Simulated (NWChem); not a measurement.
Molecule: ZnClF; SMILES [F][Zn][Cl]

**Question.** Give the equilibrium geometry at B3LYP/6-31G* (spherical d) (NWChem) as a Z-matrix, with the point group.

**Answer.** point group C*v; any orientation.
```
Zn
F 1 1.7106
Cl 1 2.0807 2 179.98
```
